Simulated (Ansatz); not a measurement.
Calculated with Ansatz (gas phase, PBE0-D4/def2-TZVP geometries, no zero-point term in ΔE). CCSD(T)/CBS is the MP2 limit (def2-TZVPP, def2-QZVPP) plus CCSD(T) − MP2 in def2-TZVPP, frozen cores. This one scheme is used for every species. Functionals use def2-TZVPP. Triplets are unrestricted, without spin–orbit coupling. Each species was taken in one conformer, which may not be the lowest.

Reaction (formal loss of a carbene): `BN[SiH](C)Cl` → `BN[SiH2]Cl` + `[CH2]` (triplet)

**Question.** Is it downhill or uphill in electronic energy at CCSD(T)/CBS, and by how much? (Estimate.)

**Answer.** The calculation gave: Uphill: ΔE = +489.0 kJ/mol.

**Question.** What do these levels give: r2SCAN-D4, PBE0-D4, ωB97X-V, B2PLYP, HF/def2-TZVPP, MP2/def2-TZVPP, SCS-MP2/def2-TZVPP, CCSD/def2-TZVPP, CCSD(T)/def2-TZVPP, MP2/def2-QZVPP, HF/CBS(def2), MP2/CBS(def2)? (An estimate is asked.)

**Answer.** Ansatz gave: r2SCAN-D4 469.9, PBE0-D4 487.6, ωB97X-V 498.3, B2PLYP 477.1, HF/def2-TZVPP 333.8, MP2/def2-TZVPP 491.3, SCS-MP2/def2-TZVPP 487.8, CCSD/def2-TZVPP 464.5, CCSD(T)/def2-TZVPP 476.4, MP2/def2-QZVPP 498.5, HF/CBS(def2) 333.8, MP2/CBS(def2) 503.9 kJ/mol.

Largest T1 diagnostic among the species: 0.011.

In def2-TZVPP, CCSD(T) changes the Hartree–Fock value by +142.6 kJ/mol (the triples alone add +11.9 kJ/mol) and MP2 by +157.4 kJ/mol. From PBE to PBE0 (25 % exact exchange), in def2-TZVPP and without D4, ΔE moves by −7.1 kJ/mol. The D4 term adds +13.2 kJ/mol with B3LYP and +7.2 kJ/mol with PBE0; it sums over pairs of atoms, weighted by their polarisabilities, and B3LYP, whose exchange is more repulsive, gets the larger term.

B3LYP here is the variant with VWN-RPA as its local correlation; programs differ in this.
